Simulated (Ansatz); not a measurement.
Start from `BCCI` and change one atom or group to get `ICCI`.

Ansatz, PBE0-D4/def2-TZVP geometries, multiplicity 1. Each molecule was computed in one conformer, which needn't be the lowest.

Elements past krypton have def2 core potentials.

```csv
property,`BCCI`
LUMO energy (ωB97M-V/def2-TZVPP) / eV,0.22
size of the dipole moment (ωB97M-V/def2-TZVPP) / D,1.55
LUMO energy (PBE/def2-TZVPP) / eV,-2.75
HOMO energy (PBE/def2-TZVPP) / eV,-6.09
size of the dipole moment (PBE/def2-TZVPP) / D,1.49
HOMO–LUMO gap (PBE0/def2-TZVPP) / eV,5.51
```

Problem. Give the same properties after the change, and the shifts. (An estimate is asked.)

Solution. Computed: 
```json
{"property": "LUMO energy (ωB97M-V/def2-TZVPP) / eV", "`ICCI`": "0.47", "shift": "0.25"}
{"property": "size of the dipole moment (ωB97M-V/def2-TZVPP) / D", "`ICCI`": "0.00", "shift": "-1.55"}
{"property": "LUMO energy (PBE/def2-TZVPP) / eV", "`ICCI`": "-2.36", "shift": "0.39"}
{"property": "HOMO energy (PBE/def2-TZVPP) / eV", "`ICCI`": "-6.34", "shift": "-0.25"}
{"property": "size of the dipole moment (PBE/def2-TZVPP) / D", "`ICCI`": "0.00", "shift": "-1.49"}
{"property": "HOMO–LUMO gap (PBE0/def2-TZVPP) / eV", "`ICCI`": "6.02", "shift": "0.51"}
```

With PBE0 the HOMO falls by 0.27 eV and the LUMO rises by 0.23 eV, so the gap widens by about 0.50 eV. PBE moves the HOMO by -0.25 eV and ωB97M-V by -0.25 eV.

Spin–orbit coupling is left out; it splits and shifts lone-pair levels of the heavy atoms by tenths of an eV.
